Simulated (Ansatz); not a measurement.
Reaction (redistribution): `C[CH2][Sn][CH3]` + `S[Si]Cl` → `[CH3][Sn][SH]` + `CC[Si]Cl`

Isolated molecules relaxed with PBE0-D4/def2-TZVP in Ansatz; ΔE leaves out vibrations. CCSD(T)/CBS adds triple-zeta CCSD(T) − MP2 to the extrapolated MP2 energy (def2 sets, frozen cores). This one scheme is used for every species. Functionals use def2-TZVPP. def2 core potentials past Kr. For Sn outer-core shells are correlated without core-valence functions, which leaves a few kJ/mol of doubt a bond. Each species was taken in one conformer, which may not be the lowest.

`C[CH2][Sn][CH3]`:

Z-matrix (Å, degrees):
```
C
C 1 1.520
H 1 1.093 2 111.8
H 1 1.096 2 112.1 3 120.4
H 1 1.094 2 111.7 3 -119.7
Sn 2 2.204 1 118.8 3 57.9
H 2 1.095 1 111.3 3 -177.3
H 2 1.101 1 110.5 3 -61.3
C 6 2.189 2 95.9 1 -22.0
H 9 1.095 6 110.1 2 59.2
H 9 1.090 6 112.0 2 -179.3
H 9 1.095 6 109.6 2 -58.3
```

`S[Si]Cl`:

Z-matrix (Å, degrees):
```
S
Si 1 2.135
H 1 1.346 2 92.8
Cl 2 2.086 1 97.3 3 -180.0
```

`[CH3][Sn][SH]`:

Z-matrix (Å, degrees):
```
C
Sn 1 2.190
H 1 1.094 2 109.6
H 1 1.094 2 109.6 3 118.5
H 1 1.091 2 111.6 3 -120.8
S 2 2.432 1 94.7 3 -59.1
H 6 1.344 2 96.6 1 0.1
```

`CC[Si]Cl`:

Z-matrix (Å, degrees):
```
C
C 1 1.519
H 1 1.093 2 111.6
H 1 1.092 2 111.2 3 -120.5
H 1 1.092 2 111.2 3 120.5
Si 2 1.893 1 123.2 3 180.0
H 2 1.103 1 111.3 3 -57.1
H 2 1.103 1 111.3 3 57.0
Cl 6 2.091 2 101.5 1 -0.1
```

| level | ΔE (kJ/mol) |
| --- | --- |
| r2SCAN | -28.1 |
| LC-ωPBE | -28.5 |

Problem. What does CCSD(T)/CBS give? (Best estimate.)

Solution. Computed: -25.4 kJ/mol. The listed levels differ from it by -2.7, -3.1 kJ/mol.

Largest T1 diagnostic among the species: 0.015.

Leaving LDA and LC-ωPBE aside and taking each functional with its dispersion term where it has one, the values, not all of them listed here, spread over 7.5 kJ/mol, from B97M-V to revPBE-D4. In def2-TZVPP, CCSD(T) changes the Hartree–Fock value by +12.6 kJ/mol (the triples alone add +1.7 kJ/mol) and MP2 by +14.1 kJ/mol. At CCSD(T), def2-SVP lies −4.6 kJ/mol from the extrapolated value and def2-TZVPP +2.3 kJ/mol.
